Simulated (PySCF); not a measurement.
# Electron correlation in Os⁶⁷⁺ (osmium, charge +67)

Starting occupation: [He] 2s2 2p5, 2p1/2 with m_j = -1/2, +1/2, 2p3/2 with m_j = -1/2, +1/2, +3/2. All numbers are calculated (PySCF 2.14, X2C-1e with screened-nucleus spin-orbit coupling, Gaussian nucleus, in an uncontracted even-tempered set (16 s from 52 bohr⁻², ratio 2.4; 13 p from 68 bohr⁻², ratio 2.4; 5 d from 230 bohr⁻², ratio 2.6; 4 f from 350 bohr⁻², ratio 2.6)). Frozen: nothing; 9 electrons correlated; the 28 highest virtual spinors left out.

MP2 pair energies summed by pair of shells (mhartree):

```tsv
pair	energy	share (%)
2p1/2-2p3/2	-83.34	21.2
2p3/2-2s1/2	-59.22	15.1
1s1/2-1s1/2	-58.85	15.0
2p3/2-2p3/2	-51.42	13.1
2p1/2-2s1/2	-36.46	9.3
2p1/2-2p1/2	-25.76	6.6
1s1/2-2p3/2	-23.39	6.0
1s1/2-2p1/2	-21.77	5.5
1s1/2-2s1/2	-18.06	4.6
2s1/2-2s1/2	-14.51	3.7
```

Total MP2 correlation energy: -392.77 mhartree.

At this charge the one-electron X2C treatment keeps the bare 1/r₁₂, with no two-electron picture change or Breit term. That inflates the 1s pair energies well beyond their four-component values.
